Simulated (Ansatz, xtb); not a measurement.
## FGeH6NSi: which of two isomers lies lower

Structure a: `F[SiH2][NH][GeH3]`, a singlet. Structure b: `N[Si@H](F)[GeH3]`, a singlet. Both are isolated molecules in the gas phase, relaxed with B3LYP-D3(BJ)/def2-SVP; the shapes shown needn't be the lowest conformers.

a (Å):

```xyz
10

F     1.6533   -1.0642    2.0605
Ge   -2.2094   -0.9557    0.9302
N    -0.7373   -2.0812    1.0328
Si    0.9114   -1.6940    0.7482
H     1.6563   -2.9347    0.4138
H     0.9817   -0.6555   -0.3081
H    -0.9231   -2.9810    1.4715
H    -1.7344    0.2893    0.1625
H    -3.3394   -1.6784    0.1680
H    -2.7112   -0.5655    2.3374
```

b (Å):

```xyz
10

F    -0.5958   -0.7425   -0.3068
Ge   -1.8099   -0.6200    2.7064
N    -2.9086    0.8433   -0.0935
Si   -1.4016    0.3782    0.5822
H    -3.7112    0.2221   -0.0676
H    -2.9631    1.4852   -0.8790
H    -0.5270    1.5794    0.6089
H    -2.9409   -1.6660    2.5794
H    -2.2610    0.4396    3.7343
H    -0.5597   -1.3332    3.2598
```

Question: Which of the two would you expect CCSD(T)/def2-SVP + ΔMP2/def2-TZVPP electronic energies to favour?

Answer: Too close to call at this level: CCSD(T)/def2-SVP + ΔMP2/def2-TZVPP gives E(b) − E(a) = +1.75 kcal/mol.

Level by level:

| level | geometry | E(b) − E(a) (kcal/mol) | departure from the last row (kcal/mol) | job, with rough time for the two |
| --- | --- | --- | --- | --- |
| B3LYP-D3(BJ)/def2-SVP | B3LYP-D3(BJ)/def2-SVP | +0.25 | −1.49 | optimisation, 1.9 min |
| HF/def2-SVP | B3LYP-D3(BJ)/def2-SVP | +4.81 | +3.07 | part of the CCSD(T) run |
| MP2/def2-SVP | B3LYP-D3(BJ)/def2-SVP | +4.16 | +2.41 | part of the CCSD(T) run |
| CCSD(T)/def2-SVP | B3LYP-D3(BJ)/def2-SVP | +3.23 | +1.49 | single point |
| CCSD(T)/def2-SVP + ΔMP2/def2-TZVPP | B3LYP-D3(BJ)/def2-SVP | +1.75 |  | single point, 37 s |

As drawn, b has 1 Ge–Si, 1 N–H in place of 1 Ge–N, 1 Si–H.

B3LYP-D3(BJ)/def2-SVP finds them nearly level. The largest departure from CCSD(T)/def2-SVP + ΔMP2/def2-TZVPP is that of HF/def2-SVP, 3.07 kcal/mol. Levels run at GFN2-xTB geometries aren't shown. The last row adds to CCSD(T) the change of the MP2 difference between the two basis sets, here −1.49 kcal/mol.

With harmonic frequencies from B3LYP-D3(BJ)/def2-SVP (ideal gas, rigid rotor, one conformer each, 298.15 K, 1 atm): on the last row, ΔE + ΔZPE = +2.46, ΔH = +2.83, ΔG = +2.58 kcal/mol.

The correlated steps freeze 16 core orbitals; the filled d shell of Ge is correlated, in a basis made for valence electrons. Codes used: Ansatz 0.2.0; the last row on 2 threads of Arm Neoverse V2 on a shared host.
